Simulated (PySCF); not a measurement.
**SbH⁻: input and log**

State: ²Π (doublet), unpaired electrons π ↑.

An equivalent input (the run itself took its basis sets from the Basis Set Exchange, started from a PBE0 density and held the occupation σ 5α 5β, πx 3α 2β, πy 3α 3β, δx 1α 1β, δy 1α 1β):

```python
from pyscf import gto, dft
mol = gto.M(atom='Sb 0 0 0; H 0 0 1.735', basis={'Sb': 'def2-TZVPPD', 'H': 'def2-TZVPPD'}, ecp={'Sb': 'def2-TZVPPD'},
            charge=-1, spin=1, verbose=4, symmetry='C2v')
mf = dft.UKS(mol, xc='PBE')
mf.grids.atom_grid = (80, 434)
mf.grids.prune = dft.gen_grid.treutler_prune
mf.irrep_nelec = {'A1': (6, 6), 'A2': (1, 1), 'B1': (3, 2), 'B2': (3, 3)}
mf.conv_tol = 1e-9
mf.max_cycle = 60
mf.diis_space = 10
mf.kernel()
```

The log (some set-up lines and the per-cycle HOMO/LUMO lines removed):

```
******** <class 'pyscf.dft.uks_symm.SymAdaptedUKS'> ********
method = SymAdaptedUKS
damping factor = 0
level_shift factor = 0
DIIS = <class 'pyscf.scf.diis.CDIIS'>
diis_start_cycle = 1
diis_space = 10
diis_damp = 0
SCF conv_tol = 1e-09
SCF conv_tol_grad = None
SCF max_cycles = 60
number electrons alpha = 13  beta = 12
Set gradient conv threshold to 3.16228e-05
init E= -240.840582025722
cycle= 1 E= -240.841576488201  delta_E= -0.000994  |g|= 0.0162  |ddm|= 0.151
cycle= 2 E= -240.841545541658  delta_E= 3.09e-05  |g|= 0.0167  |ddm|= 0.036
cycle= 3 E= -240.841637015724  delta_E= -9.15e-05  |g|= 0.00269  |ddm|= 0.0228
cycle= 4 E= -240.841642557237  delta_E= -5.54e-06  |g|= 0.000623  |ddm|= 0.00374
cycle= 5 E= -240.841642762684  delta_E= -2.05e-07  |g|= 0.000138  |ddm|= 0.00111
cycle= 6 E= -240.841642778457  delta_E= -1.58e-08  |g|= 2.93e-05  |ddm|= 0.0003
cycle= 7 E= -240.841642779431  delta_E= -9.74e-10  |g|= 6.05e-06  |ddm|= 6.58e-05
Extra cycle  E= -240.841642779421  delta_E= 9.24e-12  |g|= 9.32e-06  |ddm|= 3.07e-05
converged SCF energy = -240.841642779421  <S^2> = 0.75274696  2S+1 = 2.0027451
```

Repeating this along the bond gives Re = 1.751 Å and ωe = 1741 cm⁻¹.

A point of this curve took 1 CPU seconds beside 0.41 for the integrals, on Intel Xeon Platinum 8259CL @ 2.50GHz (shared host).

Spin–orbit coupling is left out. The highest Kohn–Sham level is positive in this anion. Much of that is self-interaction error, but it also means that the finite basis helps to hold the extra electron. The state was picked by a PBE0 search and need not be the measured ground state.
